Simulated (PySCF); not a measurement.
# MBr for M along the alkaline earths

MP2 with double-zeta basis sets in PySCF, for the lowest determinant that a PBE0 search found; no spin–orbit coupling. De refers to high-spin ground-configuration atoms.

```csv
M,basis,"reference, frozen orbitals",state (unpaired electrons),Re (Å),ωe (cm⁻¹),De (eV)
Be,def2-SVP,"UHF, 9",doublet (σ ↑),2.000,694,3.38
Mg,cc-pVDZ/cc-pVDZ-PP,"UHF, 5",doublet (σ ↑),2.375,380,2.83
Ca,def2-SVP,"UHF, 14",doublet (σ ↑),2.642,279,3.51
Sr,def2-SVP,"UHF, 9",doublet (σ ↑),2.791,219,3.64
```

The shortest bond is that of BeBr (2.000 Å), the longest that of SrBr (2.791 Å).

The rows differ in basis set, which adds steps of its own.

Down a group the atoms grow and get heavier, so bonds lengthen and wavenumbers fall; this series shows no clear exception.

Correlated steps freeze the inner cores (5 to 14 orbitals); shallow outer-core shells are correlated. Correlated levels converge slowly with the basis: in double zeta they bind strong bonds too weakly, by up to about 1 eV, and carry superposition errors of some tenths. Spin–orbit coupling is left out. States were picked by a PBE0 search and need not be the measured ground states.
